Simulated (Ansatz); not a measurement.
Program: Ansatz. Geometries: PBE0-D4/def2-TZVP. ΔE: electronic, gas phase. CBS: MP2 limit from def2 TZ/QZ plus the TZ coupled-cluster correction, frozen cores. DFT in def2-TZVPP.

`[SiH3]N=C1CC1` + `B[CH2][AlH2]` → `[AlH2][CH2][SiH3]` + `BN=C1CC1`  (redistribution)

```tsv
level	ΔE (eV)
r2SCAN-D4	-0.61
PBE	-0.70
CCSD/def2-TZVPP	-0.48
SCS-MP2/def2-QZVPP	-0.45
```

Question: What does CCSD(T)/CBS give? (Best estimate.)

Answer: Computed: -0.49 eV. The listed levels differ from it by -0.12, -0.21, 0.01, 0.04 eV.

Largest T1 diagnostic among the species: 0.015.

From PBE to PBE0 (25 % exact exchange), in def2-TZVPP and without D4, ΔE moves by +0.08 eV. In def2-TZVPP, CCSD(T) changes the Hartree–Fock value by −0.13 eV (the triples alone add −0.02 eV) and MP2 by −0.11 eV.
